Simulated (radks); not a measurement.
Results of a calculation; reference values are marked as such.
Q: The sulfur anion S-, [Ne] 3s2 3p5, held by a Watson sphere: a shell of charge +0.68 at radius R that stands for the Madelung well of a crystal (potential energy -0.68/R inside, -0.68/r outside, in hartree with lengths in bohr). Level of theory: non-relativistic Kohn-Sham, LDA (Slater exchange, VWN5 correlation), spin-polarised, spherical densities, point nucleus; open shells are filled with parallel spins first (a radial shooting solver on a logarithmic mesh with Libxc functionals). Response by self-consistent Sternheimer equations with the Hartree and adiabatic LDA kernel. The sphere does not respond.

| R (bohr) | e(3s down) (eV) | e(3p up) (eV) | e(3p down) (eV) | <r> 3p (bohr) | sum of <r^2> (bohr^2) | X-ray form factor at sin(theta)/lambda = 0.2 1/angstrom | alpha (bohr^3) |
|---|---|---|---|---|---|---|---|
| 2.14 | -14.121 | -5.091 | -4.419 | 2.177 | 37.16 | 11.224 | 29.76 |
| 2.39 | -13.876 | -4.918 | -4.256 | 2.206 | 38.05 | 11.185 | 31.83 |
| 2.84 | -13.459 | -4.577 | -3.928 | 2.255 | 39.50 | 11.138 | 36.00 |
| 3.15 | -13.193 | -4.336 | -3.695 | 2.283 | 40.37 | 11.119 | 39.10 |
| 3.7 | -12.763 | -3.926 | -3.292 | 2.325 | 41.67 | 11.101 | 44.75 |

Estimate the row for R = 4.55 bohr.

A: e(3s down) (eV) -12.200; e(3p up) (eV) -3.365; e(3p down) (eV) -2.737; <r> 3p (bohr) 2.371; sum of <r^2> (bohr^2) 43.13; X-ray form factor at sin(theta)/lambda = 0.2 1/angstrom 11.094; alpha (bohr^3) 53.31.
